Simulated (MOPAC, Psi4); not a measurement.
Intermolecular potential of CH2O2 ··· H2Se (SMILES O=CO and [SeH2]), singlet. Monomers: optimised at B3LYP-D3(BJ) (def2-TZVP), held rigid. Orientation: a higher rigid-body minimum at GFN2-xTB. Only R, the distance of the centres of mass, is varied, so the lowest point isn't the relaxed dimer.

Geometry at R = 3.59 Å (first 5 atoms: monomer A):
```
8

O      0.7465    -0.5397     0.3172
C     -0.3615    -0.0006    -0.2191
O     -0.6832     1.1485    -0.1276
H      1.2243     0.1674     0.7822
H     -0.9261    -0.7755    -0.7528
Se    -3.1854     1.3773    -1.2752
H     -2.9468     2.6589    -0.5951
H     -4.5285     1.8092    -1.6894
```

Computed with: SCS-MP2/aug-cc-pVDZ = Psi4 with DF-SCS-MP2/aug-cc-pVDZ, frozen core, counterpoise-corrected; PM3, restricted, heats of formation (MOPAC); PM7, restricted, heats of formation (MOPAC); PBE/def2-TZVP, counterpoise-corrected (Psi4); PBE-D3(BJ)/def2-TZVP, counterpoise-corrected (Psi4).

Interaction energies in kcal/mol (negative: bound); R is the distance of the centres of mass, d the O3···H7 distance.

```json
[
 {"R / Å": "3.02", "d / Å": "2.22", "SCS-MP2/aug-cc-pVDZ": "23.88", "PM3": "-5.01", "PM7": "-0.66", "PBE/def2-TZVP": "19.16", "PBE-D3(BJ)/def2-TZVP": "17.79"},
 {"R / Å": "3.15", "d / Å": "2.34", "SCS-MP2/aug-cc-pVDZ": "14.29", "PM3": "-5.79", "PM7": "-2.46", "PBE/def2-TZVP": "11.15", "PBE-D3(BJ)/def2-TZVP": "9.80"},
 {"R / Å": "3.38", "d / Å": "2.56", "SCS-MP2/aug-cc-pVDZ": "4.82", "PM3": "-6.47", "PM7": "-3.01", "PBE/def2-TZVP": "3.46", "PBE-D3(BJ)/def2-TZVP": "2.20"},
 {"R / Å": "3.59", "d / Å": "2.76", "SCS-MP2/aug-cc-pVDZ": "0.91", "PM3": "-5.19", "PM7": "-2.53", "PBE/def2-TZVP": "0.41", "PBE-D3(BJ)/def2-TZVP": "-0.72"},
 {"R / Å": "3.76", "d / Å": "2.92", "SCS-MP2/aug-cc-pVDZ": "-0.55", "PM3": "-3.65", "PM7": "-2.08", "PBE/def2-TZVP": "-0.67", "PBE-D3(BJ)/def2-TZVP": "-1.70"},
 {"R / Å": "4.01", "d / Å": "3.17", "SCS-MP2/aug-cc-pVDZ": "-1.32", "PM3": "-1.95", "PM7": "-1.53", "PBE/def2-TZVP": "-1.20", "PBE-D3(BJ)/def2-TZVP": "-2.07"},
 {"R / Å": "4.28", "d / Å": "3.43", "SCS-MP2/aug-cc-pVDZ": "-1.36", "PM3": "-1.00", "PM7": "-1.12", "PBE/def2-TZVP": "-1.18", "PBE-D3(BJ)/def2-TZVP": "-1.87"},
 {"R / Å": "4.63", "d / Å": "3.77", "SCS-MP2/aug-cc-pVDZ": "-1.06", "PM3": "-0.49", "PM7": "-0.73", "PBE/def2-TZVP": "-0.90", "PBE-D3(BJ)/def2-TZVP": "-1.40"},
 {"R / Å": "5.10", "d / Å": "4.23", "SCS-MP2/aug-cc-pVDZ": "-0.67", "PM3": "-0.25", "PM7": "-0.41", "PBE/def2-TZVP": "-0.55", "PBE-D3(BJ)/def2-TZVP": "-0.86"},
 {"R / Å": "5.82", "d / Å": "4.94", "SCS-MP2/aug-cc-pVDZ": "-0.33", "PM3": "-0.12", "PM7": "-0.13", "PBE/def2-TZVP": "-0.24", "PBE-D3(BJ)/def2-TZVP": "-0.38"},
 {"R / Å": "6.83", "d / Å": "5.94", "SCS-MP2/aug-cc-pVDZ": "-0.14", "PM3": "-0.05", "PM7": "0.01", "PBE/def2-TZVP": "-0.09", "PBE-D3(BJ)/def2-TZVP": "-0.14"},
 {"R / Å": "8.06", "d / Å": "7.16", "SCS-MP2/aug-cc-pVDZ": "-0.05", "PM3": "-0.02", "PM7": "-0.01", "PBE/def2-TZVP": "-0.03", "PBE-D3(BJ)/def2-TZVP": "-0.05"}
]
```

Lowest grid point: SCS-MP2/aug-cc-pVDZ -1.36 kcal/mol at R = 4.28 Å; PM3 -6.47 kcal/mol at R = 3.38 Å; PM7 -3.01 kcal/mol at R = 3.38 Å; PBE/def2-TZVP -1.20 kcal/mol at R = 4.01 Å; PBE-D3(BJ)/def2-TZVP -2.07 kcal/mol at R = 4.01 Å.
